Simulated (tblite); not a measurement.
Parent: `[CH3:1][CH2:2][C:3]1=[CH:4][C@@H:5]([F:6])[SiH2:7]1` with C1–C2–C3–C4 129°, C5H9FSi.

Structures optimised with GFN2-xTB, isolated species. One conformer each, not checked by frequencies here.

| coordinate of the parent | value |
| --- | --- |
| C1–C2 | 1.526 Å |
| C2–C3 | 1.490 Å |
| C3=C4 | 1.340 Å |
| C4–C5 | 1.504 Å |
| C5–F6 | 1.391 Å |
| C5–Si7 | 1.945 Å |
| C3–Si7 | 1.897 Å |
| C1–C2–C3 | 111.1° |
| C2–C3–C4 | 129.5° |
| C2–C3–Si7 | 135.5° |
| C4–C3–Si7 | 95.0° |
| C3–C4–C5 | 105.0° |
| C4–C5–F6 | 113.5° |
| C4–C5–Si7 | 88.0° |
| F6–C5–Si7 | 116.5° |
| C3–Si7–C5 | 72.0° |

**Question.** How does the shared frame change in `[CH3:1][CH2:2][O:3][C:4]1=[CH:5][C@H:6]([F:7])[SiH2:8]1` with C1–C2–O3–C4 -179°, C2–O3–C4–C5 2°, C5H9FOSi? Atoms pair as C3 = C4, C4 = C5, C5 = C6, F6 = F7, Si7 = Si8 (parent first).

**Answer.** 
```
   parent   relative  value in the relative  change
    C3=C4      C4=C5                1.346 Å  +0.006
    C4–C5      C5–C6                1.504 Å   0.000
    C5–F6      C6–F7                1.395 Å  +0.004
   C5–Si7     C6–Si8                1.946 Å  +0.001
   C3–Si7     C4–Si8                1.899 Å  +0.002
C4–C3–Si7  C5–C4–Si8                  95.8°    +0.8
 C3–C4–C5   C4–C5–C6                 103.9°    -1.1
 C4–C5–F6   C5–C6–F7                 112.8°    -0.7
C4–C5–Si7  C5–C6–Si8                  88.8°    +0.8
F6–C5–Si7  F7–C6–Si8                 115.3°    -1.2
C3–Si7–C5  C4–Si8–C6                  71.5°    -0.5
```

Of the parent's bonds, C3–C4 changes most (+0.006 Å). Bonds of the relative outside the shared frame: C1–C2 1.519, C2–O3 1.421, O3–C4 1.344 Å. Point group C1 → C1.

**Question.** How does the shared frame change in `[CH3:1][CH2:2][C:3]1=[CH:4][C@@H:5]([Cl:6])[SiH2:7]1` with C1–C2–C3–C4 124°, C5H9ClSi? Atoms pair as C1 = C1, C2 = C2, C3 = C3, C4 = C4, C5 = C5, Si7 = Si7 (parent first).

**Answer.** 
```tsv
parent	relative	value in the relative	change
C1–C2	C1–C2	1.527 Å	+0.001
C2–C3	C2–C3	1.489 Å	-0.001
C3=C4	C3=C4	1.340 Å	0.000
C4–C5	C4–C5	1.497 Å	-0.007
C5–Si7	C5–Si7	1.943 Å	-0.002
C3–Si7	C3–Si7	1.897 Å	0.000
C1–C2–C3	C1–C2–C3	111.0°	-0.1
C2–C3–C4	C2–C3–C4	129.4°	-0.1
C2–C3–Si7	C2–C3–Si7	135.8°	+0.3
C4–C3–Si7	C4–C3–Si7	94.8°	-0.2
C3–C4–C5	C3–C4–C5	105.2°	+0.2
C4–C5–Si7	C4–C5–Si7	88.1°	+0.1
C3–Si7–C5	C3–Si7–C5	71.9°	-0.1
```

Of the parent's bonds, C4–C5 changes most (-0.007 Å). Bonds of the relative outside the shared frame: C5–Cl6 1.796 Å. Point group C1 → C1.

These are computed values.
